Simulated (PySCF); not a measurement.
C6H12O3, charge -1, doublet, geometry from GFN2-xTB (a state made from the parent by changing its charge; the spin is typed, not shown lowest) (in this run its highest filled SCF level lies above zero, so its values depend strongly on the basis, on diffuse functions most of all). Base run: DF-M06/cc-pVDZ run with PySCF.

Input for PySCF:
```python
from pyscf import gto, scf, dft

mol = gto.Mole()
mol.atom = '''
    C     3.028377    1.258659   -0.055675
    O     2.296406    0.084326    0.120226
    C     0.938074    0.239406   -0.272443
    C     0.076352   -0.941511    0.206976
    C     0.648906   -2.272250   -0.280821
    O    -1.221782   -0.806294   -0.259922
    C    -2.021407    0.297738    0.384839
    C    -2.893696    0.882739   -0.721171
    O    -1.426449    1.051321    1.240708
    H     2.603119    2.087802    0.526442
    H     3.056483    1.563311   -1.113630
    H     4.045992    1.060455    0.285824
    H     0.874700    0.318777   -1.370153
    H     0.503123    1.141184    0.176828
    H     0.085055   -0.914378    1.311283
    H     0.059234   -3.096041    0.114965
    H     0.608477   -2.307011   -1.367940
    H     1.681322   -2.365734    0.046464
    H    -2.325462    1.475541   -1.460128
    H    -3.641556    1.536846   -0.271834
    H    -3.395516    0.075743   -1.256453
'''
mol.basis = 'cc-pvdz'
mol.charge = -1
mol.spin = 1
mol.verbose = 3
mol.build()

mf = dft.UKS(mol)
mf.xc = 'm06'
mf = mf.density_fit(auxbasis='def2-universal-jkfit')
mf.kernel()
```

Each row names what was changed in the base input (with any setting that the change needs).

```
change                       ΔE vs base (mEh)  grid points  electrons on the grid                outcome
---------------------------  ----------------  -----------  ---------------------  ---------------------
base                                    0.000       244656               73.00001              converged
grids.atom_grid = (99, 590)                 -            -                      -  cut at the time limit
grids.level = 0                        85.566        17216               72.99650              converged
grids.level = 2                        -0.024       165336               73.00002              converged
grids.atom_grid = (30, 110)            -2.363        51696               72.99998              converged
grids.prune = off                      -0.001       385056               73.00002              converged
grids.level = 5                             -            -                      -  cut at the time limit
grids.atom_grid = (50, 194)            -0.038       138432               72.99992              converged
```

Open shells are given as the SCF converged; they aren't shown to be the lowest states, and a large step between rows can be another state.
